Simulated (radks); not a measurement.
Mg III, 10 electrons, occupied as [He] 2s2 2p4 3s2 (not the ground configuration). All-electron calculation, scalar-relativistic Kohn-Sham, LDA (Slater exchange, Perdew-Wang correlation), spin-polarised, spherical densities, finite nucleus; open shells are filled with parallel spins first; Fermi nuclear charge, rms radius 3.057 fm. Program: a radial shooting solver on a logarithmic mesh with Libxc functionals.

Unscreened Slater integrals over Kohn-Sham orbitals (cm^-1). They are taken over the spin-up orbitals. Empty in this configuration: 3p.

| integral | value |
|---|---|
| F0(3s,3s) | 94040 |
| F0(3s,2p) | 124300 |
| G1(3s,2p) | 9859.5 |
| F0(3s,2s) | 123280 |
| G0(3s,2s) | 7842.9 |
| F0(3s,3p) | 89286 |
| G1(3s,3p) | 59712 |
| F0(2p,2p) | 330920 |
| F2(2p,2p) | 153010 |
| F0(2p,2s) | 315040 |
| G1(2p,2s) | 187670 |
| F0(2p,3p) | 115160 |
| F2(2p,3p) | 20909 |
| G0(2p,3p) | 8624.3 |
| G2(2p,3p) | 8612.9 |
| F0(2s,2s) | 304610 |
| F0(2s,3p) | 113860 |
| G1(2s,3p) | 6725.6 |
| F0(3p,3p) | 85245 |
| F2(3p,3p) | 43669 |

Derived for the open shells (J is the average intra-shell exchange parameter used in DFT+U). 2p: J = F2/5 = 30600 cm^-1; in LS coupling 1D lies 6 F2/25 = 36720 cm^-1 above 3P.
